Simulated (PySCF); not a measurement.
Level of theory: PySCF with TPSSh-D3(BJ)/def2-TZVP // r2SCAN-D4/def2-SVP. Isolated molecules, 0 K electronic values unless said otherwise. One relaxed conformer stands for a flexible species; it need not be the lowest. 

Reference species: [Ti(OH)4] (neutral, multiplicity 1).

| Quantity | Value |
|---|---|
| HOMO–LUMO gap | 6.37 eV |
| HOMO | -8.02 eV |

Changed species: [Ti(H)4] (4 of 4 OH replaced by H; the reference has 0 of 4 OH replaced by H).

Q: Give the shifts of the HOMO–LUMO gap and HOMO.

A: the HOMO–LUMO gap drops by 1.70 eV, to 4.67 eV; the HOMO falls by 0.22 eV, to -8.24 eV.
